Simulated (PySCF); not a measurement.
Compounds:

A. 2-(trifluoromethyl)acrylic acid (SMILES C=C(C(=O)O)C(F)(F)F)
B. `C=C[C@H](C#CC)C(=O)O`
C. SMILES N#CC1(F)C=COC=C1
D. 2,6-dimethyl-4-pyrone (C1=C(C)OC(C)=CC1=O)

Spectrum 1. ¹³C{¹H} NMR (computed): δ 151.3 (CH), 121.8 (C), 109.4 (CH), 75.8 (C).

Spectrum 2. ¹³C{¹H} NMR (computed): δ 174.8 (C), 144.1 (CH), 123.0 (CH2), 88.2 (C), 81.6 (C), 43.9 (CH), 4.7 (CH3).

Spectrum 3. ¹³C{¹H} NMR (computed): δ 179.1 (C), 169.2 (C), 122.5 (CH), 23.1 (CH3).

Spectrum 4. ¹³C{¹H} NMR (computed): δ 164.9 (C), 141.6 (CH2), 139.1 (C), 130.5 (C).

Computed data (PySCF 2.14.0 with density-fitted response routines): PBE0/pcSseg-1 with gauge-including orbitals, GFN2-xTB geometry. A single conformation, non-relativistic Hamiltonian, no solvent model, equivalent nuclei averaged.

Referencing at the same level of theory: ¹³C (σ = 186.93 ppm) vs TMS. Splittings of carbon signals by F and P are missing where no couplings were computed. Acid and N–H amide carbonyl carbons lie up to 10 ppm further downfield in solution (hydrogen bonding). Shifts are as computed. Against solution values, carbons near 30 ppm lie about +3 ppm off and those near 130 ppm about +5 ppm. Of 1211 compounds with measured shifts, 218 miss one by over three times the rms of a fit or turn the order of signals round; such compounds aren't used in these exercises.

Task: Match each spectrum to its structure.

Result: 1–C, 2–B, 3–D, 4–A.

- Spectrum 1 (C): 4 ¹³C signals; δC 151.3 is an alkene carbon bearing oxygen; δC 121.8 is a nitrile carbon.
- Spectrum 2 (B): 7 ¹³C signals; δC 174.8 is a carboxylic acid carbon; δC 144.1 is an alkene CH.
- Spectrum 3 (D): 4 ¹³C signals; δC 23.1 is a methyl carbon on an unsaturated ring; δC 179.1 is a ring carbonyl carbon.
- Spectrum 4 (A): 4 ¹³C signals; δC 164.9 is a carboxylic acid carbon; δC 141.6 is a β carbon of a C=C–C=O unit.
